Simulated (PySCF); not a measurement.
Computed properties of SnF3, SMILES [F][Sn+]([F])[F], charge +1

SnF3, SMILES [Sn+]([F])([F])[F], charge +1. Coordinates come from a B3LYP-D3(BJ)/def2-SVP optimisation. The multiplicity is an assumed one; other spin states were not compared. The isomer is the one that the SMILES or the coordinates give; other isomers of the formula were not compared. The def2 effective core potentials stand for the cores of Sn; spin–orbit coupling is left out. Other conformers were not sampled. All values are computed for the isolated molecule unless a solvent is named; none is compared with measurement here.

**Structure.** The optimised structure has D3h symmetry. All 6 harmonic modes at B3LYP-D3(BJ)/def2-SVP (PySCF) are real, so it is a minimum. With heavy atoms numbered as in [Sn+:1]([F:2])([F:3])[F:4], the shortest bond between them is Sn1–F2 at 1.882 Å and the longest Sn1–F3 at 1.882 Å.

**Vibrations.** The strongest infrared lines (harmonic, unscaled, degenerate partners summed) lie at 729 cm⁻¹ (65 km/mol, F 81 %, Sn 19 %), 132 cm⁻¹ (52 km/mol, F 87 %, Sn 13 %), 151 cm⁻¹ (39 km/mol, F 68 %, Sn 32 %). The softest mode is at 132 cm⁻¹ and the zero-point energy is 3.6 kcal/mol.

**Electronic structure.** HF/def2-TZVPD (PySCF) places the frontier levels at -23.91 and -7.97 eV, a gap of 15.94 eV and a mean polarisability of 24.2 bohr³. PBE/def2-TZVPD (PySCF) at the same geometry gives -16.77 and -12.76 eV, so its gap is 11.93 eV narrower. An orbital gap is neither the optical nor the fundamental gap.

**Excitations.** TDA-CAM-B3LYP/def2-SVPD (PySCF) has S1 at 5.29 eV (234 nm, f = 0.000, dark); the most intense of the 10 singlets computed lies at 7.49 eV (f = 0.11). Strengths of degenerate partners are summed. T1 (TDA) is at 4.69 eV, 0.60 eV under S1. TDA-PBE/def2-SVPD (PySCF) puts S1 at 4.15 eV. No vertical singlet excitation falls in the visible range (under 3.1 eV).
